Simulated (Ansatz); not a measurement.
Redistribution: CHBrCl2 + CHI3 → CHCl2I + CHBrI2

Gas-phase species: CHBrCl2 `ClC(Cl)Br`, singlet; CHI3 (iodoform) `IC(I)I`, singlet; CHCl2I `ClC(Cl)I`, singlet; CHBrI2 (bromodiiodomethane) `BrC(I)I`, singlet. The partners trade Br for I; both sit on C, so the bond types are kept.

Shapes, held fixed at every level: PBE0-D4/def2-TZVP. Programs: Ansatz 0.2.0. The zero-point and thermal change to 298 K, harmonic and unscaled (PBE0-D4/def2-TZVP), is 0.0 kJ/mol.

Task: Estimate ΔH(298 K) of this reaction.

Result: The highest level, CCSD(T)/def2-TZVPP, gives ΔH(298 K) = +4.1 kJ/mol; the levels span +2.3 to +5.8. The column of differences is taken from that level and isn't an error. No measured value is set beside it here. For atoms past krypton def2 sets carry core potentials with scalar relativity. Relativity is left out for Br. Outer-core shells of Br, I are correlated, in sets that cover them unevenly.

```json
{"level": "HF/def2-TZVPP", "kind": "Hartree–Fock", "ΔH(298 K) (kJ/mol)": "+3.8", "less CCSD(T)/def2-TZVPP": "-0.3"}
{"level": "B3LYP-D4/def2-TZVPP", "kind": "global hybrid", "ΔH(298 K) (kJ/mol)": "+2.3", "less CCSD(T)/def2-TZVPP": "-1.8"}
{"level": "wB97M-V/def2-TZVPP", "kind": "range-separated hybrid", "ΔH(298 K) (kJ/mol)": "+3.7", "less CCSD(T)/def2-TZVPP": "-0.4"}
{"level": "wB97X-V/def2-TZVPP", "kind": "range-separated hybrid", "ΔH(298 K) (kJ/mol)": "+3.6", "less CCSD(T)/def2-TZVPP": "-0.5"}
{"level": "MP2/def2-TZVPP", "kind": "perturbation theory", "ΔH(298 K) (kJ/mol)": "+5.8", "less CCSD(T)/def2-TZVPP": "+1.7"}
{"level": "CCSD(T)/def2-SVP", "kind": "coupled cluster or CI", "ΔH(298 K) (kJ/mol)": "+4.4", "less CCSD(T)/def2-TZVPP": "+0.3"}
{"level": "CCSD/def2-TZVPP", "kind": "coupled cluster or CI", "ΔH(298 K) (kJ/mol)": "+4.0", "less CCSD(T)/def2-TZVPP": "-0.1"}
{"level": "CCSD(T)/def2-TZVPP", "kind": "coupled cluster or CI", "ΔH(298 K) (kJ/mol)": "+4.1", "less CCSD(T)/def2-TZVPP": "0.0"}
```
